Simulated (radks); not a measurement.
Valence configurations of Zn I (all share [Ar]). Calculated with a radial shooting solver on a logarithmic mesh with Libxc functionals: Dirac Kohn-Sham, BLYP, spin-unpolarised, spherical densities, finite nucleus; open shells fill j = l - 1/2 first; Fermi nuclear charge, rms radius 3.9283 fm. Energies are relative to 3d10 4s2; eigenvalues in eV.

valence          E (eV)  e(3d3/2)  e(3d5/2)  e(4p1/2)  e(4p3/2)  e(4s1/2)
3d10 4s2          0.000   -10.268    -9.910         -         -    -5.961
3d10 4s1 4p1      5.055   -12.403   -12.044    -2.078         -    -7.360
3d9.5 4s2 4p0.5   5.163   -14.198   -13.826    -1.899         -    -7.331
3d10 4p2         10.528   -14.144   -13.784    -2.777         -         -
3d9 4s2 4p1      11.959   -18.236   -17.849    -2.560         -    -8.558
3d9 4s1 4p2      18.124   -19.955   -19.566    -3.252         -    -9.572
3d8.5 4s2 4p1.5  20.482   -22.421   -22.019    -3.187         -    -9.706
3d8 4s2 4p2      30.821   -26.764   -26.346    -3.797         -   -10.803
3d7 4s2 4p3      57.483   -36.003   -35.554    -5.038    -4.831   -12.952
3d7 4s1 4p4      65.714   -37.460   -37.009    -5.620    -5.398   -13.734

NIST lists [Ar] 3d10 4s2 as the ground configuration; this level of theory agrees among the configurations tried. The energies are those of spherical spin-averaged densities, not of single terms.
